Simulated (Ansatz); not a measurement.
C4H6F4 (`C[C@H](F)[C@H](F)C(F)F`), charge 0, multiplicity 1.

Question: Give a relaxed structure at PBE0-D4/def2-TZVP (the Gaussian-basis code of Ansatz). (An estimate is asked.)

Answer: The calculation gave: 
Cartesian coordinates in Å:
```
C -1.4358 -0.3972 -0.8869
C -0.0911 -0.8842 -0.4110
F -0.2586 -1.6600 0.7295
C 0.9254 0.2012 -0.1117
F 2.1798 -0.3687 -0.0622
C 0.7266 0.9116 1.2163
F 1.6874 1.8495 1.3635
F -0.4697 1.5503 1.2161
H -2.0742 -1.2562 -1.0960
H -1.9210 0.2297 -0.1403
H -1.3246 0.1781 -1.8086
H 0.3691 -1.5325 -1.1647
H 0.9199 0.9485 -0.9128
H 0.7669 0.2299 2.0688
```
This is one stationary point; other conformers may exist.
